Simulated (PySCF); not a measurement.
Compound: C₆H₁₃OP.
Cartesian coordinates in Å at the GFN2-xTB level; atoms count from 1:
```
atom  x, y, z in Å
C1     1.5232   -0.9323   -1.0534
C2     1.3706   -0.2230    0.2844
C3     2.5288    0.7221    0.5710
P4    -0.1619    0.8005    0.2062
O5    -0.1765    1.8098   -0.8530
C6    -1.5684   -0.3463    0.1726
C7    -2.2035   -0.5595   -1.1706
C8    -2.8956    0.2787   -0.1531
H9     0.6884   -1.6100   -1.2277
H10    1.5399   -0.1938   -1.8538
H11    2.4496   -1.5032   -1.0884
H12    1.2709   -0.9526    1.0936
H13    2.6006    1.4624   -0.2242
H14    3.4707    0.1795    0.6307
H15    2.3677    1.2479    1.5121
H16   -0.2321    1.3470    1.4940
H17   -1.5408   -1.1669    0.8767
H18   -1.7557   -0.0453   -2.0091
H19   -2.5982   -1.5370   -1.4053
H20   -2.9098    1.3469   -0.3168
H21   -3.7770   -0.1081    0.3368
```

ESP-fitted charges (e) from the PBE0/pcSseg-1 density (PySCF), one withheld:

| atom | bonded to | charge |
| --- | --- | --- |
| C1 | C2 H9 H10 H11 | -0.3012 |
| C2 | C1 C3 P4 H12 | +0.1770 |
| C3 | C2 H13 H14 H15 | -0.4524 |
| P4 | C2 O5 C6 H16 | +0.4922 |
| O5 | P4 | -0.5338 |
| C6 | P4 C7 C8 H17 | -0.1681 |
| C7 | C6 C8 H18 H19 | ? |
| C8 | C7 C6 H20 H21 | -0.4190 |
| H9 | C1 | +0.0488 |
| H10 | C1 | +0.1056 |
| H11 | C1 | +0.0956 |
| H12 | C2 | +0.0027 |
| H13 | C3 | +0.1366 |
| H14 | C3 | +0.1280 |
| H15 | C3 | +0.1116 |
| H16 | P4 | -0.0163 |
| H17 | C6 | +0.1283 |
| H18 | C7 | +0.1233 |
| H19 | C7 | +0.1213 |
| H20 | C8 | +0.1961 |
| H21 | C8 | +0.1799 |

Q: What is the charge on C7?

A: The charges add up to the total charge, 0. The others sum to +0.1562, which leaves -0.1562 e for C7 (three-membered-ring carbon); the computed value is -0.1563, the difference coming from rounding.

Q: Add each hydrogen's charge to the atom that carries it.

A: C1 -0.0512, C2 +0.1797, C3 -0.0762, P4 +0.4759, C6 -0.0398, C7 +0.0883, C8 -0.0430. Atoms without hydrogen keep their charges.

Q: Across which bond do the charges differ most?

A: P4–O5: +0.4922 on P4 against -0.5338 on O5, a difference of 1.0260 e. The lower charge is on the more electronegative element of the two (Pauling values: O 3.44, P 2.19).

Q: Take the bonds between elements whose Pauling electronegativities differ by more than 0.25. In how many does the more electronegative atom carry the lower charge?

A: In 14 of 15; it doesn't in C2–H12.

Q: How much positive and how much negative charge does this set hold in all?

A: +2.0470 e on 14 atoms and -2.0471 e on 7.

The ESP scheme is a least-squares fit of atom-centred charges to the potential on four shells outside the van der Waals surface, with the total charge fixed. Geometry: GFN2-xTB, one conformer, isolated molecule.
